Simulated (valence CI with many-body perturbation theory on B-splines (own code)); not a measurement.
**Questions on I48+**

Computed by relativistic CI+MBPT: three valence electrons over a frozen Dirac-Fock core [He], radial functions for each j: 9 s, 9 p, 8 d, 6 f, 3 g, 1 h, with the one-electron correlation potential Σ1, the two-electron term Σ2, the three-electron term Σ3, Breit, model QED; selected CI, second order for the rest (own B-spline code, finite nucleus).

No measured spectrum was set against this ion. As an estimate, large intervals hold to a few tenths of a per cent, small ones and those within an open d or f shell to about a per cent.

Levels are named by their leading jj configuration (3d3/2^4 stands for four electrons in 3d with j = 3/2), which in mixed levels can hold well under half, so a name can repeat and another be missing.

Rates and lifetimes use the calculated energies. Strong lines usually hold to 10 to 20 %, long lifetimes can be off by a factor of two.

Q: What is the ground level?

A: (2s^2 2p1/2) J=1/2, composition 100 % 2s2.2p 2P°, g = 0.642.

Q: Name the longest-lived excited levels whose lifetime is computed, and their main decay.

A: (2s^2 2p3/2) J=3/2 at 24.26 Ry lives 1.97 ns, mostly by E1 to (2s 2p1/2^2) J=1/2; (2s 2p1/2 2p3/2) J=3/2 at 32.41 Ry lives 314 ps, mostly by E1 to (2s^2 2p1/2) J=1/2; (2s 2p1/2 2p3/2) J=5/2 at 34.69 Ry lives 255 ps, mostly by E1 to (2s^2 2p3/2) J=3/2.

Q: What is the ionisation energy?

A: 8861.8 eV; NIST lists 8867 ± 4 eV (theoretical).

Q: How well does LS coupling describe the low levels?

A: Among the lowest 20 levels the leading LS term, summed over configurations, holds 76 % on average. For single configurations the figures are 76 % in LS and 98 % in jj coupling. Terms mix most in the J = 3/2 level at 50.83 Ry, where the leading one holds 46 %.

Q: Where does the other parity begin?

A: At (2s 2p1/2^2) J=1/2, 11.67 Ry.
